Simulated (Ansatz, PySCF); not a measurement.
Gas-phase reaction R1 → P1 + 4 P2, each structure at its B3LYP-D3(BJ)/def2-TZVP stationary point, reached from a drawn start (curvature not checked).
P1: C atom, charge 0, multiplicity 3.
P2: H atom, charge 0, multiplicity 2.
R1: CH4 (SMILES C), charge 0, multiplicity 1.

| level | reaction energy (kcal/mol) | minus CCSD(T)/CBS(cc-pVTZ, cc-pVQZ) |
|---|---|---|
| HF/cc-pVDZ | 323.20 | -96.54 |
| HF/cc-pVTZ | 327.89 | -91.85 |
| HF/cc-pVQZ | 328.22 | -91.51 |
| SVWN5/def2-TZVPP | 462.47 | 42.74 |
| PBE/def2-TZVPP | 420.34 | 0.60 |
| BLYP/def2-TZVPP | 417.19 | -2.54 |
| revPBE/def2-TZVPP | 412.17 | -7.57 |
| r2SCAN/def2-TZVPP | 419.33 | -0.40 |
| B97M-V/def2-TZVPP | 420.85 | 1.11 |
| B3LYP/def2-TZVPP | 421.07 | 1.34 |
| PBE0/def2-TZVPP | 417.86 | -1.88 |
| BHLYP/def2-TZVPP | 414.55 | -5.19 |
| M06-2X/def2-TZVPP | 418.42 | -1.32 |
| CAM-B3LYP/def2-TZVPP | 422.05 | 2.31 |
| wB97X-V/def2-TZVPP | 419.13 | -0.60 |
| wB97M-V/def2-TZVPP | 420.41 | 0.68 |
| B2PLYP/def2-TZVPP | 417.72 | -2.02 |
| MP2/cc-pVDZ | 391.86 | -27.87 |
| MP2/cc-pVTZ | 410.33 | -9.41 |
| MP2/cc-pVQZ | 414.84 | -4.89 |
| MP2/CBS(cc-pVTZ, cc-pVQZ) | 417.89 | -1.84 |
| SCS-MP2/cc-pVDZ | 394.21 | -25.53 |
| SCS-MP2/cc-pVTZ | 413.99 | -5.75 |
| SCS-MP2/cc-pVQZ | 419.14 | -0.60 |
| CCSD/cc-pVDZ | 393.33 | -26.40 |
| CCSD/cc-pVTZ | 410.30 | -9.44 |
| CCSD/cc-pVQZ | 414.15 | -5.58 |
| CCSD(T)/cc-pVDZ | 395.08 | -24.66 |
| CCSD(T)/cc-pVTZ | 412.96 | -6.77 |
| CCSD(T)/cc-pVQZ | 417.02 | -2.72 |
| CCSD(T)/CBS(cc-pVTZ, cc-pVQZ) | 419.74 | 0.00 |

 The comparison column counts from a level with limits of its own.

P less R. No zero-point or thermal terms; singlets are restricted closed shells; open shells are unrestricted; no spin–orbit coupling.

Cores are frozen in the correlated methods. CBS(a, b) extrapolates the correlation energy as X⁻³ and adds the Hartree–Fock energy of set b.

The values were computed with Ansatz (a first-principles code) with Gaussian orbitals; PySCF for M06-2X. Each number belongs to the level named beside it.
